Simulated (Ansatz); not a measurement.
Ansatz (a first-principles code) input (PBE0/def2-QZVPP):
A basis named .json is the Basis Set Exchange file of that set.

Ansatz 0.2 input:
```yaml
crystal:
  periodic: [false, false, false]
  atoms:
    - {symbol: Sb, position_ang: [-0.00000000, -0.00000000, -1.29665455]}
    - {symbol: Sb, position_ang: [0.00000000, 0.00000000, 1.29665455]}
basis:
  gaussian:
    orbitals: def2-QZVPP.json
hamiltonian:
  xc: {name: PBE0}
total_charge: -1
magnetization: {spin_polarized: true, initial_magnetization: 1}
```

End of the output:

```
integrals: 0.07 GiB planned
892 factors; their error is unknown
mean field: 0.90 GiB planned
mean field evaluation 1: about -13077.2458 eV, gradient 8.9e0 eV
mean field evaluation 2: about -13077.2303 eV, gradient 9.7e0 eV
mean field evaluation 4: about -13077.4971 eV, gradient 3.3e-1 eV
mean field evaluation 8: about -13077.5848 eV, gradient 5.1e-3 eV
mean field evaluation 16: about -13077.5848 eV, gradient 2.7e-5 eV
mean field evaluation 32: about -13077.5630 eV, gradient 2.8e-1 eV
mean field -13077.58478771 eV, -480.5923766431 hartree, gradient 3.8e-6 eV, S^2 0.756285; 4 other end points of the search recorded, 0 dependent functions left out
reference -13077.58480727 eV, -480.5923773616 hartree; 24, 23 occupied and 140, 141 virtual orbitals, 892 factors
Total energy: -13077.58480727 eV, -480.5923773616 hartree
```
